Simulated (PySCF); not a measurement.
Give a PBE0-D3(BJ)/def2-SVP geometry of `[Br][AlH][CH2]/C=C\F`.

```
atom  x, y, z in Å
F1     0.441    1.384   -0.753
C2     1.340    0.794    0.140
C3     1.009   -0.391    0.630
C4    -0.267   -1.067    0.235
Al5   -1.305    0.265   -0.804
Br6   -2.666    1.580    0.465
H7     2.200    1.442    0.298
H8     1.716   -0.842    1.336
H9    -0.804   -1.404    1.138
H10   -0.039   -1.981   -0.342
H11   -1.586    0.192   -2.357
```

Orientation and origin are arbitrary. Atoms count from 1 in this order. Al5 and F1 aren't drawn bonded (4 bonds apart) but lie 2.07 Å from each other; Cordero's covalent radii sum to 1.78 Å. Of the pairs four or more bonds apart, those above aside, F1···Br6 is among the closest relative to their van der Waals radii: 3.34 Å, 101 % of the sum of Bondi's values. Al5 (aluminium bonded to Br, C and H) is almost planar (angles 125.3°, 117.9° and 114.1°, sum 357.3°, 0.18 Å off the plane of its three neighbours). The C–C distances run from 1.324 Å (C2=C3, drawn double) to 1.497 Å (C3–C4, drawn single), a spread of 0.173 Å.

Bonds between heavy atoms (Å): F1–C2 1.398, C2=C3 1.324, C3–C4 1.497, C4–Al5 1.982, Al5–Br6 2.279.

Theory: PySCF 2.14.0, PBE0-D3(BJ)/def2-SVP geometry optimisation, gas phase.

Point group: C1 (no symmetry element, even within 0.4 Å). Stationary, but not proved a minimum. The numbers are those of one conformer (C2–C3–C4–Al5 -9°, C3–C4–Al5–Br6 -89°).
